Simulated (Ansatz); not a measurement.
Cartesian coordinates in Å:
```
O 1.5832 -2.2743 -0.4889
C 0.2436 -1.8607 -0.3057
C 0.1545 -0.4881 0.2771
C -0.5407 0.5191 -0.2507
Si -0.6254 2.2116 0.5097
H 2.0135 -1.6340 -1.0622
H -0.1938 -2.5881 0.3853
H -0.3277 -1.9088 -1.2424
H 0.7280 -0.3415 1.1922
H -1.0904 0.3247 -1.1728
H -0.1385 3.2440 -0.4456
H -2.0260 2.5613 0.8716
H 0.2198 2.2350 1.7324
```

The species carries charge 0 and has multiplicity 1.

List the r2SCAN/def2-TZVPP orbital energies in eV (Ansatz). (An estimate is asked.)

Computed: Occupied: -1790.85, -515.93, -274.53, -273.58, -273.13, -141.33, -96.19, -96.18, -96.17, -27.12, -20.73, -17.76, -14.93, -13.75, -12.96, -11.58, -11.34, -10.14, -8.99, -8.92, -8.63, -7.94, -7.22, -6.69. Lowest empty: -1.42, 0.51, 0.90, 1.31, 1.33, 1.81, 2.02, 2.50.
